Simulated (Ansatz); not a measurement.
Computed with Ansatz on PBE0-D4/def2-TZVP structures; ΔE is electronic, products minus reactants. CCSD(T)/CBS adds triple-zeta CCSD(T) − MP2 to the extrapolated MP2 energy (def2 sets, frozen cores). Functionals use def2-TZVPP. HSE06 is defined as in plane-wave codes. For Ti outer-core shells are correlated without core-valence functions, which leaves a few kJ/mol of doubt a bond. Scalar relativity is left out up to krypton. Each species was taken in one conformer, which may not be the lowest.

Reaction (redistribution): `Cl[SiH]1BC1` + `C[C@@]12[C@H]3[C@H]4[C@H]5[C@@H]1[TiH]45321678([OH])[C@@H]2[C@H]1[C@H]6[C@@]7(C)[C@@H]28` → `O[SiH]1BC1` + `C[C@@]12[C@H]3[C@H]4[C@H]5[C@@H]1[TiH]45321678([Cl])[C@@H]2[C@H]1[C@H]6[C@@]7(C)[C@@H]28`

Problem. Is it downhill or uphill in electronic energy at CCSD(T)/CBS, and by how much? (An estimate is asked.)

Solution. Computed: Downhill: ΔE = -43.6 kJ/mol.

Problem. What do these levels give: BLYP-D4, HSE06-D4, ωB97X-V, ωB97M-V, r2SCANh, CCSD/def2-TZVPP? (Best estimate.)

Solution. Ansatz gave: BLYP-D4 -29.1, HSE06-D4 -37.3, ωB97X-V -37.8, ωB97M-V -39.8, r2SCANh -34.2, CCSD/def2-TZVPP -40.7 kJ/mol.

Largest T1 diagnostic among the species: 0.017.

Leaving LDA and LC-ωPBE aside and taking each functional with its dispersion term where it has one, the values, not all of them listed here, spread over 21.3 kJ/mol, from PBE-QIDH to revPBE-D4. LDA lies −5.9 kJ/mol from PBE without D4. At CCSD(T), def2-SVP lies +7.0 kJ/mol from the extrapolated value and def2-TZVPP +2.5 kJ/mol.
